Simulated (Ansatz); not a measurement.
C2H4BBrO, SMILES `OB1CC1Br`, relaxed with RKS PBE0-D4/def2-TZVP in Ansatz from a PBE-D4/def2-SVP geometry. The force threshold is 0.005 eV/Å; the program also tests the step.

Total charge 0; spin multiplicity 1.

Start:

```xyz
9

O    -1.380    0.276    1.532
B    -0.511   -0.060    0.563
C     0.852   -0.668    0.203
C     0.020    0.111   -0.870
Br    0.641    1.843   -1.513
H    -2.081    0.872    1.205
H     1.732   -0.151    0.631
H     1.062   -1.725   -0.033
H    -0.336   -0.499   -1.717
```

**Question.** By how much does the energy fall, and how many steps does the optimiser take? (Best estimate.)

**Answer.** Ansatz gave: 0.04 eV, in 8 steps, 1 of them rejected.

**Question.** Which bonds change most? (Estimate.)

**Answer.** The calculation gave: C4–Br5 from 1.949 to 1.924 Å; C4–H9 from 1.103 to 1.083 Å; C3–H7 from 1.107 to 1.088 Å; C3–H8 from 1.103 to 1.086 Å.

**Question.** Give the relaxed structure. (Best estimate.)

**Answer.** Computed: 
```xyz
9

O    -1.370    0.283    1.512
B    -0.491   -0.042    0.562
C     0.856   -0.650    0.208
C     0.020    0.105   -0.866
Br    0.634    1.824   -1.477
H    -2.091    0.836    1.192
H     1.756   -0.162    0.577
H     1.008   -1.704   -0.002
H    -0.321   -0.491   -1.704
```
